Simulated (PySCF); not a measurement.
Coordinates in bohr (charge -1 multiplicity 1):
```
I     0.0000    0.0000   -0.4087
O     2.8402    0.0000    1.6313
O    -2.8402    0.0000    1.6313
```

Method: PBE0 in PySCF with I def2-TZVPD with ECP28, O def2-TZVPD; scalar-relativistic core potentials, no spin–orbit coupling; density-fitted integrals.

This geometry of IO₂⁻ is a stationary point at this level.

Q: What is the point group?

A: C2v.

Q: Is it a minimum?

A: Yes: all harmonic wavenumbers are real.

Q: Which band is strongest in the infrared?

A: 743 cm⁻¹ (b2), 177 km/mol.

Q: What are the dipole moment and the gap between the highest occupied and lowest empty levels?

A: 4.53 D about the centre of mass and 3.71 eV.

Other isomers or separated fragments may lie lower. The lowest empty level of this anion is unbound, so it and the gap depend on the basis.
